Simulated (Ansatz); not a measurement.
`C[CH2][InH][NH2]` + H₂O → `[NH2][InH][OH]` + `CC`  (formal hydrolysis of the In–C bond)

Calculated with Ansatz (gas phase, PBE0-D4/def2-TZVP geometries, no zero-point term in ΔE). CBS: MP2 limit from def2 TZ/QZ plus the TZ coupled-cluster correction, frozen cores. This one scheme is used for every species. Functionals use def2-TZVPP. B3LYP here is the variant with VWN-RPA as its local correlation; programs differ in this. HSE06 is defined as in plane-wave codes. Elements past krypton have def2 core potentials. For In outer-core shells are correlated without core-valence functions, which leaves a few kJ/mol of doubt a bond. Each species was taken in one conformer, which may not be the lowest.

```tsv
level	ΔE (kJ/mol)	difference from CCSD(T)/CBS
LDA (SPW92)	-54.3	4.6
PBE-D4	-60.1	-1.2
revPBE-D4	-60.2	-1.3
r2SCANh-D4	-64.8	-5.9
BHLYP-D4	-64.6	-5.7
ωB97M-V	-61.3	-2.4
revPBE	-68.0	-9.1
B3LYP	-71.9	-13.0
r2SCANh	-66.3	-7.4
HSE06	-61.6	-2.7
RPA@PBE/def2-TZVPP	-58.6	0.3
MP2/def2-SVP	-69.6	-10.7
CCSD/def2-SVP	-67.5	-8.6
CCSD(T)/def2-SVP	-66.4	-7.5
CCSD/def2-TZVPP	-59.4	-0.5
MP2/CBS(def2)	-57.3	1.6
CCSD(T)/CBS	-58.9	0
```

Largest T1 diagnostic among the species: 0.016.

In def2-TZVPP, CCSD(T) changes the Hartree–Fock value by +19.7 kJ/mol (the triples alone add +1.3 kJ/mol) and MP2 by +21.4 kJ/mol. From BLYP to BHLYP (50 % exact exchange), in def2-TZVPP and without D4, ΔE moves by +4.0 kJ/mol. Leaving LDA and LC-ωPBE aside and taking each functional with its dispersion term where it has one, the values, not all of them listed here, spread over 14.9 kJ/mol, from B97M-V to HSE06-D4. LDA lies +10.5 kJ/mol from PBE without D4.
